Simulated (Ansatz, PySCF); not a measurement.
This PySCF input computes a B3LYP/def2-TZVPD energy:

```python
from pyscf import gto, scf, dft

mol = gto.M(
    atom='''
    C    -0.83492360   -0.09696229    0.35795689
    C    -1.02236341   -1.07740221    1.46587702
    C    -2.01411894    0.23973817   -0.49057967
    As    0.94449484    0.19688545   -0.34622908
    H    -1.20394478   -2.09540030    1.08839663
    H    -1.89820080   -0.81341417    2.06878536
    H    -0.15915785   -1.12982578    2.13148358
    H    -2.32364000   -0.60834452   -1.12044936
    H    -1.82581433    1.08364366   -1.15636423
    H    -2.87881736    0.48893267    0.13430273
    H     0.74257292    1.66656348   -0.71280373
    H     1.60710826    0.51838292    0.99268308
    ''',
    basis='def2-tzvpd',
    charge=0,
    spin=1,
    verbose=4,
)

mf = dft.UKS(mol, xc='b3lyp').density_fit(auxbasis='def2-universal-jkfit')
mf.grids.level = 3
mf.conv_tol = 1e-9
mf.max_cycle = 100
mf.max_memory = 1500
mf.kernel()
if not mf.converged:
    mf = mf.newton()
    mf.kernel(mf.make_rdm1())
for _ in range(2):
    mo, _, stable, _ = mf.stability(return_status=True)
    if stable:
        break
    mf.kernel(mf.make_rdm1(mo, mf.mo_occ))
mf.analyze()
```

Q: Write an input for the same energy in Ansatz (a quantum-chemistry and plane-wave program) and say what it gives.

A: 
Ansatz 0.2 input:
```yaml
crystal:
  periodic: [false, false, false]
  atoms:
    - {symbol: C, position_ang: [-0.83492360, -0.09696229, 0.35795689]}
    - {symbol: C, position_ang: [-1.02236341, -1.07740221, 1.46587702]}
    - {symbol: C, position_ang: [-2.01411894, 0.23973817, -0.49057967]}
    - {symbol: As, position_ang: [0.94449484, 0.19688545, -0.34622908]}
    - {symbol: H, position_ang: [-1.20394478, -2.09540030, 1.08839663]}
    - {symbol: H, position_ang: [-1.89820080, -0.81341417, 2.06878536]}
    - {symbol: H, position_ang: [-0.15915785, -1.12982578, 2.13148358]}
    - {symbol: H, position_ang: [-2.32364000, -0.60834452, -1.12044936]}
    - {symbol: H, position_ang: [-1.82581433, 1.08364366, -1.15636423]}
    - {symbol: H, position_ang: [-2.87881736, 0.48893267, 0.13430273]}
    - {symbol: H, position_ang: [0.74257292, 1.66656348, -0.71280373]}
    - {symbol: H, position_ang: [1.60710826, 0.51838292, 0.99268308]}
basis:
  gaussian:
    orbitals: def2-TZVPD
hamiltonian:
  xc: {name: B3LYP}
magnetization: {spin_polarized: true, initial_magnetization: 1}
output: {forces: true}
```
It gives -2355.03854 Eh, and PySCF -2355.03866 Eh, a difference of 0.12 mEh, from the treatment of integrals and grids.

It need not be the lowest isomer of its formula.
